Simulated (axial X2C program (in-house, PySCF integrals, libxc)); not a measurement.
## CoP: bond constants with and without spin–orbit coupling

Computed with an axial X2C code built on PySCF integrals. Spin-free means the one-electron spin-free X2C Hamiltonian; two-component (2c) means X2C with spin–orbit coupling and atomic mean-field two-electron Coulomb and Gaunt terms, so the difference of the two also holds small scalar two-electron terms. Basis: Co dyall-cv3z [9s10p6d3f2g], P dyall-v3z [8s7p2d1f] (cores contracted in-house); Gaussian nuclei, density fitting, unrestricted open shells. Masses: Co 58.933 u, P 30.974 u.

State, spin-free: M_S = 2, Λ = 2 (beyond evenly filled blocks: σα, π+α, π-α, δ+α, δ+β, δ-α); electrons by block: σα: 11, σβ: 10, π+α: 5, π+β: 4, π-α: 5, π-β: 4, δ+α: 1, δ+β: 1, δ-α: 1. Fragments: Co + P.

State, 2c: Ω = 4 (⟨Sz⟩ = 2.00, ⟨Lz⟩ = 2.00 at PBE0); electrons by block: 1/2: 15, -1/2: 15, 3/2: 6, -3/2: 5, 5/2: 1. Fragments: Co + P.

```json
{"Hamiltonian": "spin-free", "level": "PBE0", "Re (Å)": "2.096", "ωe (cm⁻¹)": "400.6", "ωexe (cm⁻¹)": "1.85", "Be (cm⁻¹)": "0.189", "De (eV)": "2.08", "D0 (eV)": "2.06", "μ (D)": "-3.88"}
{"Hamiltonian": "spin-free", "level": "B97-3", "Re (Å)": "2.130", "ωe (cm⁻¹)": "378.3", "ωexe (cm⁻¹)": "1.62", "Be (cm⁻¹)": "0.183", "De (eV)": "1.93", "D0 (eV)": "1.90", "μ (D)": "-3.92"}
{"Hamiltonian": "2c", "level": "PBE0", "Re (Å)": "2.097", "ωe (cm⁻¹)": "400.5", "ωexe (cm⁻¹)": "1.85", "Be (cm⁻¹)": "0.1889", "De (eV)": "n/a", "D0 (eV)": "n/a", "μ (D)": "-3.88"}
{"Hamiltonian": "2c", "level": "B97-3", "Re (Å)": "2.130", "ωe (cm⁻¹)": "378.1", "ωexe (cm⁻¹)": "1.62", "Be (cm⁻¹)": "0.1829", "De (eV)": "n/a", "D0 (eV)": "n/a", "μ (D)": "-3.92"}
```

Dipoles are positive if P is the positive end.

Occupations by symmetry block were frozen at the best pattern of an incomplete PBE0 search. Dissociation energies refer to the lowest single-determinant-based atoms at the same level and basis. De is not given where an atomic determinant may have missed its ground term or J level, or where the truncated virtual space spoils (T). Density functionals use the spin component along the axis (collinear). PBE0 can misorder states that lie within some tenths of an eV, so this need not be the ground state of the molecule. The nearest other spin-free determinant of the search, M_S = 1, Λ = 3, lies 0.37 eV up at the distance of the search. Without a current term, density functionals place determinants with orbital angular momentum somewhat too high. With several unpaired electrons one determinant need not be a pure state. Open-shell Ω = 0 determinants with evenly filled partner blocks cannot be reached by this program, so the Ω shown need not be the lowest component.

No reliable constants came from CCSD (2c), CCSD (spin-free), CCSD(T) (2c), CCSD(T) (spin-free), HF (2c), HF (spin-free), MP2 (2c), MP2 (spin-free): no minimum in range, unconverged points, a curve that is not smooth, a change of character along it, or the two Hamiltonians disagreeing along it.

Rough cost a point (2c) on 1 thread(s) of a shared host, integrals apart: PBE0 0.5 s, B97-3 0.5 s.

The whole task took 2.8 min on 1 thread of Arm Neoverse V2 (shared host).
